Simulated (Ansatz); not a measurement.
The cluster Cs₅. The state is a doublet with charge 0. Geometry PBE0/def2-TZVPD, that of the charge -1 singlet; atoms count from 1.

Cartesian coordinates in Å:
```
Cs 2.756 -2.650 -3.763
Cs -1.916 3.180 1.163
Cs 0.605 -2.049 0.769
Cs 0.326 2.209 -3.186
Cs -1.771 -0.690 5.016
```

In the def2 sets Cs takes a core potential; there is no spin–orbit coupling. The charge 0 doublet is spin-contaminated (final ⟨S²⟩ up to 0.89, 0.75 for a pure state). The structure comes from a short search, and lower isomers may exist.

**Question.** Estimate the Mulliken populations from the PBE0/def2-TZVPD orbitals of Ansatz.

**Answer.** 
| atom | charge (e) | spin (α − β) |
| --- | --- | --- |
| Cs1 | -0.32 | 0.11 |
| Cs2 | 0.01 | 0.18 |
| Cs3 | 0.61 | 0.42 |
| Cs4 | 0.01 | 0.18 |
| Cs5 | -0.32 | 0.11 |
Mulliken values and Mayer orders depend strongly on the basis. With diffuse functions, as here, like atoms can get unlike values, and bond orders can come out too low or too high.

**Question.** Where does the spin sit?

**Answer.** Summed by element: Cs 1.00, of 1 unpaired in all. Largest on single atoms: Cs3 0.42, Cs4 0.18, Cs2 0.18.

**Question.** And the Mayer bond orders between bonded heavy atoms (over 0.3)?

**Answer.** Cs1–Cs4 0.67 (5.46 Å); Cs2–Cs5 0.67 (5.46 Å). Values over 0.3 also appear between atoms too far apart for a bond (Cs1–Cs5 0.31 at 10.07 Å); they arise where an orbital or an unpaired electron spreads over both atoms.
